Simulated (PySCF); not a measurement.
Ga2(mu-NH2)2(F)4, H₄F₄Ga₂N₂, singlet, PBE0/def2-SVP optimised geometry. Atoms within 1.6 Å of the plane z = 1.2 Å (x, y, z in Å): Ga1 (1.42, 0.00, 0.00), Ga2 (-1.42, 0.00, 0.00), N3 (0.00, 1.38, 0.00), H5 (0.00, 1.99, 0.82), F6 (2.30, 0.00, 1.52), N8 (0.00, -1.38, 0.00), H10 (0.00, -1.98, 0.82), F11 (-2.30, 0.00, 1.52).

Calculation: PBE0/def2-TZVP (PySCF 2.14.0). Cells within 0.4 Å of a nucleus heavier than hydrogen are left out (blank, or x).

Map of the electrostatic potential (hartree/e), clipped to [-0.08, 0.12] on the plane z = 1.2 Å:

```
|22333333444444444444433333322|
|22333333444555555544433333322|
|22233334445556665554443333222|
|22233334445667776654443333222|
|22233334455689998655443333222|
|22223334456799999865443332222|
|22222334456899999865443322222|
|22222334456999999965443322222|
|11122234456899999865443222111|
|11111234567899999876543211111|
|11001234677899999877643210011|
|10001467899999999999876410001|
|00005999999999999999999950000|
|00029999999999999999999992000|
|000399x999999999999999x993000|
|00029999999999999999999992000|
|00005999999999999999999950000|
|10001467899999999999876410001|
|11001234677899999877643210011|
|11111234567899999876543211111|
|11122234456899999865443222111|
|22222334456999999965443322222|
|22222334456899999865443322222|
|22223334456799999765443332222|
|22233334455689998655443333222|
|22233334445667776654443333222|
|22233334445556665554443333222|
|22333333444555555544433333322|
|22333333444444444444433333322|
```
Scale: ten equal steps from -0.043 (start of '0') to 0.120 (end of '9'), in the order '0123456789'; x runs from -4.00 to 4.00, y from -4.00 (bottom) to 4.00 (top).
